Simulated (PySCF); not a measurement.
## Which determinant of SeH⁺ lies lowest?

Unrestricted PBE0; H pcseg-1, Se pcseg-1; no relativity (PySCF 2.14). Outer shells of the fragments: H 1s1; Se+ 3d10 4s2 4p3.

Followed along the bond (rough minima from three points):

```tsv
2Ms+1	unpaired	⟨S²⟩ at the start	R at minimum (Å)	Te (eV)
3	π ↑↑	2.01	1.50	0.00
1	π ↑↓	1.01	1.50	0.46
5	σ ↑↑, π ↑↑	6.00	none in the scan	≤ 6.50
```

Solutions found at the starting distance of 1.535 Å, counted from the lowest of them; the search is not exhaustive and high or unbound solutions are not listed, so other states can lie among these:

```
2Ms+1    unpaired   term  E (eV)  ⟨S²⟩  ⟨Lz²⟩  μ (D)
    3        π ↑↑    ³Σ⁻    0.00  2.01   0.00  -1.37
    1        π ↑↓  mixed    0.46  1.01   2.01  -1.38
    1        none  mixed    1.79  0.00   2.00  -1.40
    3    σ ↑, π ↑     ³Π    3.80  2.01   1.00  -2.00
    1    σ ↓, π ↑  mixed    4.14  1.01   1.00  -2.04
    5  σ ↑↑, π ↑↑    ⁵Σ⁻    7.56  6.00   0.00   0.00
```

A term symbol is given only where ⟨S²⟩ and ⟨Lz²⟩ are close to those of a pure state; real π, δ and φ orbitals otherwise mix terms. A positive dipole points towards Se; it is taken about the centre of mass and depends on that origin.

Spin–orbit coupling is left out. Counting both spins, an empty level lies below a filled one in some of these solutions, because spin and occupation are held.
